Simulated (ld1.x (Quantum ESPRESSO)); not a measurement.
# platinum: excitation energies, all-electron against PAW

Pt (Z = 78), PAW, made with ld1.x (Quantum ESPRESSO) 7.5 (PBE, fully relativistic). Core [Kr] 4d10 4f14 5s2, reference 5p6 5d9 6s0 6p1. Waves: 6s (bound, empty): rcut 1.75, rcutus 2.10 bohr; 6s channel at 0.05 Ry: rcut 1.75, rcutus 2.10 bohr; 5p (bound): rcut 1.70, rcutus 1.90 bohr; 6p (bound): rcut 1.70, rcutus 1.90 bohr; 5d (bound): rcut 1.50, rcutus 1.65 bohr; 5d channel at 0.1 Ry: rcut 1.50, rcutus 1.65 bohr. Local part: all-electron potential smoothed inside 1.70 bohr (lloc = -1). Core correction: Bessel-smoothed model core, default radius (core density twice the valence density). Augmentation charge: PSQ, inside the norm-conserving radii.

Open shells are filled in proportion to 2j + 1 (rel_dist='average').

Energies are relative to the spin-unpolarised reference configuration 5p6 5d9 6s0 6p1; without spin polarisation the order of configurations can differ from experiment.

```tsv
valence configuration	charge	ΔE all-electron (eV)	error AE − PS (meV)
5p6 5d9 6s0 6p0	+1	4.208	+1.6
5p6 5d8 6s0 6p0	+2	24.189	-0.5
5p6 5d10 6s0 6p0	0	-5.042	+1.9
5p6 5d8 6s1 6p0	+1	6.190	+2.0
5p5 5d9 6s1 6p0	+1	58.145	+26
5p6 5d8 6s2 6p0	0	-3.983	+4.1
```

(1) What are ΔE and the potential's error for 5p6 5d9 6s1 6p0?

Levels in the configuration 5p6 5d10 6s0 6p0:

```tsv
level	all-electron (eV)	pseudo (eV)
5p j=1/2	-64.562	-64.577
5p j=3/2	-49.734	-49.757
5d j=3/2	-5.264	-5.264
5d j=5/2	-4.019	-4.018
```

The ghost test of this file was not conclusive.

Results:

(1) ΔE = -5.003 eV all-electron; the error (AE − PS) is +2.6 meV.
